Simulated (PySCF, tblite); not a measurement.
Isomers of C6H9F3Si, one GFN2-xTB conformer each. Single-point energies are computed at PBE0/pcSseg-1 (PySCF, gas phase, no added dispersion term), electronic only.

Task: Rank them by PBE0/pcSseg-1 energy, lowest first (kcal/mol).
A. `[CH:1]#[C:2][CH2:3][C@:4]([F:5])([SiH2:6][CH3:7])[CH:8]([F:9])[F:10]` with C2–C3–C4–F5 -64°, C3–C4–Si6–C7 155°, C3–C4–C8–F9 169°
B. `[F:1][C:2]([F:3])=[C:4]([F:5])[CH2:6][SiH2:7][CH:8]1[CH2:9][CH2:10]1` with C2–C4–C6–Si7 99°, C4–C6–Si7–C8 -58°, C6–Si7–C8–C9 158°
C. `[CH2:1]=[CH:2][CH2:3][SiH2:4][CH2:5][C:6]([F:7])=[C:8]([F:9])[F:10]` with C1–C2–C3–Si4 -105°, C2–C3–Si4–C5 60°, C3–Si4–C5–C6 69°, Si4–C5–C6–F7 -78°

Result: C (0.0), B (2.9), A (8.4).

As drawn, the lowest has a C=C bond outside aromatic rings, which the highest lacks; the highest has a C≡C bond, which the lowest lacks. GFN2-xTB itself gives, in the same order: 5.7, 0.0, 8.5. GFN2-xTB puts FC(F)=C(F)C[SiH2]C1CC1 lowest instead; measured from each level's own lowest isomer, the values differ by up to 5.7 kcal/mol (C=CC[SiH2]CC(F)=C(F)F: 5.7 against 0.0).

Task: Which frontier levels, dipoles and rotational constants go with these structures?

Result: 
```tsv
SMILES	HOMO (eV, PBE0/pcSseg-1)	LUMO (eV)	dipole (D)	A, B, C (MHz)
C=CC[SiH2]CC(F)=C(F)F	-6.93	0.08	2.02	1937, 604.8, 512.1
FC(F)=C(F)C[SiH2]C1CC1	-6.86	0.52	1.94	1471, 770.3, 647.4
C#CC[C@](F)([SiH2]C)C(F)F	-8.10	0.52	1.07	1685, 818.2, 710.0
```

Task: What happens when harmonic zero-point energies from GFN2-xTB frequencies are added?

Result: 
```tsv
SMILES	ZPE (kcal/mol)	electronic (kcal/mol)	with ZPE (kcal/mol)
C=CC[SiH2]CC(F)=C(F)F	82.2	0.0	0.0
FC(F)=C(F)C[SiH2]C1CC1	83.4	2.9	4.1
C#CC[C@](F)([SiH2]C)C(F)F	81.5	8.4	7.6
```

The zero-point energies span 1.9 kcal/mol. The order is unchanged.
